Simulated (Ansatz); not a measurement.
`[Cl][GeH]` and `[NH2][Ge][Cl]` differ in one atom or group.

Ansatz, PBE0-D4/def2-TZVP geometries, multiplicity 1. Each molecule was computed in one conformer, which needn't be the lowest.

Scalar relativity is left out up to krypton.

```
                             property  `[Cl][GeH]`
   LUMO energy (PBE0/def2-TZVPP) / eV        -3.05
   HOMO energy (PBE0/def2-TZVPP) / eV        -7.16
 HOMO–LUMO gap (PBE0/def2-TZVPP) / eV         4.11
    LUMO energy (PBE/def2-TZVPP) / eV        -3.85
  HOMO energy (B3LYP/def2-TZVPP) / eV        -6.99
LUMO energy (ωB97M-V/def2-TZVPP) / eV        -1.06
```

Question: What does the change do to each property? (An estimate is asked.)

Answer: Computed: 
```
                             property  `[NH2][Ge][Cl]`  shift
   LUMO energy (PBE0/def2-TZVPP) / eV            -1.81   1.24
   HOMO energy (PBE0/def2-TZVPP) / eV            -7.53  -0.37
 HOMO–LUMO gap (PBE0/def2-TZVPP) / eV             5.72   1.61
    LUMO energy (PBE/def2-TZVPP) / eV            -2.54   1.31
  HOMO energy (B3LYP/def2-TZVPP) / eV            -7.35  -0.36
LUMO energy (ωB97M-V/def2-TZVPP) / eV             0.15   1.21
```

With PBE0 the HOMO falls by 0.37 eV and the LUMO rises by 1.24 eV, so the gap widens by about 1.61 eV. PBE moves the HOMO by -0.35 eV and ωB97M-V by -0.39 eV. The zero-point energy changes by 52.3 kJ/mol with +6 modes.

B3LYP here is the variant with VWN-RPA as its local correlation; programs differ in this.
